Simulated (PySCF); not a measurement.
Computed with B3LYP-D3(BJ)/def2-TZVP // TPSS-D3(BJ)/def2-SVP in PySCF. Gas-phase values, no solvent. One relaxed conformer stands for a flexible species; it need not be the lowest. B3LYP has the VWN-RPA correlation part, as in Gaussian. 

Reference species: [Ti(OH)3(NH2)] (neutral, multiplicity 1).

```
Quantity                                 Result
-------------------------------------  --------
charge on the central atom (Mulliken)    1.50 e
LUMO                                   -1.43 eV
coordination number                           4
HOMO                                   -7.17 eV
```

Changed species: [Ti(NH2)4] (4 of 4 OH replaced by NH2; the reference has 1 of 4 OH replaced by NH2).

Problem. Predict the effect on the charge on the central atom (Mulliken), LUMO, coordination number and HOMO.

Solution. the charge on the central atom (Mulliken) goes up by 0.11 e, to 1.61 e; the LUMO increases by 0.44 eV, to -0.99 eV; the coordination number is nearly the same; the HOMO rises by 0.62 eV, to -6.55 eV.
